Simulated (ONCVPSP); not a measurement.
# Which change was made? (Mo, ONCV)

ONCVPSP 4.0.1 input, shortened (lines: element, Z, core and valence counts, functional; n l f; lmax; l rc ep ncon nbas qcut; lloc lpopt rc5 dvloc0; l nproj debl; icmod fcfact rcfact), LDA (Perdew-Wang 92), fully relativistic:

```
  Mo 42.00    6    4  -001012      upf
    1    0    2.00
    2    0    2.00
    2    1    6.00
    3    0    2.00
    3    1    6.00
    3    2   10.00
    4    0    2.00
    4    1    6.00
    4    2    5.00
    5    0    1.00
    2
    0    2.05    0.00    4    7    5.50
    1    1.35    0.00    4    7    5.40
    2    1.35    0.00    3    6    8.40
    2    5    1.35    0.00
    0    2    3.60
    1    2    0.40
    2    0    1.40
    3    2.50    1.20
```

Open shells are filled in proportion to 2j + 1.

In the p channel the program set the typed energies aside and used -1.388, 0.250 Ha (j = l + 1/2; the other j can differ).

Cutoffs, loose and tight: the cutoffs (Ha) at which the residual kinetic energy of the hardest occupied pseudo-wave falls to 1 and 0.1 mHa per electron. They do not see the model core or the augmentation charge, which bear on the density cutoff. Test errors are all-electron minus pseudo excitation energies from the reference, over the configurations 4s2 4p6 4d5 5s0; 4s2 4p6 4d4 5s0; 4s2 4p6 4d3 5s0; 4s2 4p6 4d4 5s1; variants that change the core or the reference have their own tests.

The base gives: outcome: generated, projector energies reset by the program; cutoff, loose: 64 Ha; cutoff, tight: 81 Ha; bound ghosts: none; GHOST(+) flags above zero: p1/2; largest test error (meV): +7.9.

Task: After one change the result is: outcome: generated, projector energies reset by the program; cutoff, loose: 99 Ha; cutoff, tight: 120 Ha; bound ghosts: p3/2; GHOST(+) flags above zero: s, p1/2; largest test error (meV): +7.9. Which change was it?
A. all radii but the core radius scaled by about 1.08 (s 2.20, p 1.46, d 1.46 bohr)
B. all radii but the core radius scaled by about 0.89 (s 1.82, p 1.20, d 1.20 bohr)
C. all radii but the core radius scaled by about 1.32 (s 2.70, p 1.78, d 1.78 bohr)
D. all radii but the core radius scaled by about 0.81 (s 1.66, p 1.10, d 1.10 bohr)

Result: D. The others give: all radii but the core radius scaled by about 1.08 (s 2.20, p 1.46, d 1.46 bohr) → outcome: generated, projector energies reset by the program; cutoff, loose: 32 Ha; cutoff, tight: 66 Ha; bound ghosts: none; GHOST(+) flags above zero: none; largest test error (meV): +8.1 | all radii but the core radius scaled by about 1.32 (s 2.70, p 1.78, d 1.78 bohr) → outcome: generated, projector energies reset by the program; cutoff, loose: 20 Ha; cutoff, tight: 25 Ha; bound ghosts: none; GHOST(+) flags above zero: none; largest test error (meV): +6.5 | all radii but the core radius scaled by about 0.89 (s 1.82, p 1.20, d 1.20 bohr) → outcome: generated, projector energies reset by the program; cutoff, loose: 86 Ha; cutoff, tight: 104 Ha; bound ghosts: p1/2; GHOST(+) flags above zero: p3/2, p1/2; largest test error (meV): +8.0.
